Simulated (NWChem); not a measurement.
Program: NWChem. System: H$_{2}$AlCl, charge 0, spin multiplicity 1, at a geometry optimised with PBE0/def2-SVP. The structure started from a generated list of species. Level: G0W0@PBE/def2-QZVP, RI basis def2-qzvp-rifit.

Output (cleaned and shortened):

```
             Northwest Computational Chemistry Package (NWChem) 7.3.0
             --------------------------------------------------------

                                NWChem Input Module
                                -------------------

 Scaling coordinates for geometry "geometry" by  1.889725989
 (inverse scale =  0.529177249)

 Turning off AUTOSYM since
 SYMMETRY directive was detected!

                             Geometry "geometry" -> ""
                             -------------------------

 Output coordinates in angstroms (scale by  1.889725989 to convert to a.u.)

  No.       Tag          Charge          X              Y              Z
 ---- ---------------- ---------- -------------- -------------- --------------
    1 Al                  13.0000     0.00000000     0.00000000    -1.07382800
    2 H                    1.0000    -1.40068900     0.00000000    -1.80297500
    3 H                    1.0000     1.40068900     0.00000000    -1.80297500
    4 Cl                  17.0000     0.00000000     0.00000000     1.03327700

 Effective nuclear repulsion energy (a.u.)      70.0914170218

            Nuclear Dipole moment (a.u.)
            ----------------------------
        X                 Y               Z
 ---------------- ---------------- ----------------
     0.0000000000     0.0000000000    -0.0000094486

      Symmetry information
      --------------------

 Group name             C2v
 Group number             16
 Group order               4
 No. of unique centers     3

      Symmetry unique atoms

     1    2    4


 Summary of "ao basis" -> "" (spherical)
 ------------------------------------------------------------------------------
       Tag                 Description            Shells   Functions and Types
 ---------------- ------------------------------  ------  ---------------------
 *                         def2-qzvp                  on all atoms

 new library libraries.bse/

 Summary of "ri basis" -> "" (spherical)
 ------------------------------------------------------------------------------
       Tag                 Description            Shells   Functions and Types
 ---------------- ------------------------------  ------  ---------------------
 *                      def2-qzvp-rifit               on all atoms

  pbe96 is a nonlocal functional; adding pw91lda local functional.

                                 NWChem DFT Module
                                 -----------------
[...]
  ----- ------------  ---------------      ----- ------------  ---------------
     9      0.847674  1 Al s                 27     -0.717248  1 Al pz
    74     -0.696934  2 H  s                104     -0.696934  3 H  s
     8      0.500733  1 Al s                 47     -0.215940  1 Al d  2
    24     -0.161275  1 Al pz                45      0.158204  1 Al d  0
    72     -0.118180  2 H  s                102     -0.118180  3 H  s

 center of mass
 --------------
 x =   0.00000000 y =   0.00000000 z =   0.10413217

 moments of inertia (a.u.)
 ------------------
         267.135466037925           0.000000000000           0.000000000000
           0.000000000000         281.257466796427           0.000000000000
           0.000000000000           0.000000000000          14.122000758502

     Multipole analysis of the density
     ---------------------------------

     L   x y z        total         alpha         beta         nuclear
     -   - - -        -----         -----         ----         -------
     0   0 0 0     -0.000000    -16.000000    -16.000000     32.000000

     1   1 0 0     -0.000000     -0.000000     -0.000000      0.000000
     1   0 1 0     -0.000000     -0.000000     -0.000000      0.000000
     1   0 0 1     -0.481620     -0.240805     -0.240805     -0.000009

     2   2 0 0    -21.848548    -17.930451    -17.930451     14.012354
     2   1 1 0     -0.000000     -0.000000     -0.000000      0.000000
     2   1 0 1     -0.000000     -0.000000     -0.000000      0.000000
     2   0 2 0    -17.681262     -8.840631     -8.840631      0.000000
     2   0 1 1     -0.000000     -0.000000     -0.000000      0.000000
     2   0 0 2    -20.861178    -81.212773    -81.212773    141.564368

 Task  times  cpu:       39.3s     wall:       39.3s

                                NWChem Input Module
                                -------------------

                                 NWChem GW Module
                                 ----------------

                             ***********************
                             ***        GW       ***
                             ***********************

 Summary of "ri basis" -> "ri basis" (spherical)
 ------------------------------------------------------------------------------
       Tag                 Description            Shells   Functions and Types
 ---------------- ------------------------------  ------  ---------------------
 Al                     def2-qzvp-rifit             41      167   12s10p9d6f3g1h
 H                      def2-qzvp-rifit             16       56   6s4p3d2f1g
 Cl                     def2-qzvp-rifit             41      167   12s10p9d6f3g1h

                 Memory Information
                 ------------------
          Available GA per process is          1699.7 MBs
          Available stack per process is        700.0 MBs
          Available heap per process is           0.0 MBs

          Peak memory in Initialization
              Peak GA per process is                 14.2 MBs
              Peak stack per process is               0.5 MBs
              Peak heap per process is               14.8 MBs
              Memory not in MA per process            0.0 MBs

          Peak memory in CDGW Calculation
              Peak GA per process is                 17.4 MBs
              Peak stack per process is               3.0 MBs
              Peak heap per process is                3.8 MBs
              Memory not in MA per process            0.0 MBs

          Computing 2-center integrals
          Computing Inverse Cholesky factor
          Computing 3-center integrals
          Computing Vxc

          Computing Sigma_x
          Computing W(iw) on the imaginary grid
          Solving quasiparticle equations

                  Alpha Orbitals
          State     Energy (eV)     Error (eV)
          -----------------------------------
@GW        13        -12.095           0.002
@GW        14        -11.814           0.002
@GW        15        -11.494           0.003
@GW        16        -10.806           0.003
@GW        17         -0.141           0.002
@GW        18          1.336           0.002

     GW Timing Statistics
   ------------------------
   Init.   :          0.2s
     ERIs  :          2.3s
     Distr.:          0.0s
     Vxc   :          0.2s
   Vmo     :          0.0s
   iW      :          4.8s
   I_n     :          0.0s
   R_n     :          0.7s
   GW total:          8.2s

 Task  times  cpu:        8.2s     wall:        8.2s

 Total times  cpu:       47.6s     wall:       47.6s
```

Task: Write an NWChem input that would produce this output.

Result: One answer among several that fit: 
```
start mol
memory heap 200 mb stack 700 mb global 1700 mb
geometry units angstroms nocenter noautoz
  Al     0.000000     0.000000    -1.073828
  H     -1.400689     0.000000    -1.802975
  H      1.400689     0.000000    -1.802975
  Cl     0.000000     0.000000     1.033277
  symmetry group C2v
end
basis spherical
  * library def2-qzvp
end
basis "ri basis" bse spherical
  * library def2-qzvp-rifit
end
dft
  xc xpbe96 cpbe96
  iterations 100
  direct
  tolerances tight
end
task dft energy
gw
  method cdgw
  states alpha occ 4 vir 2
end
task dft gw
```
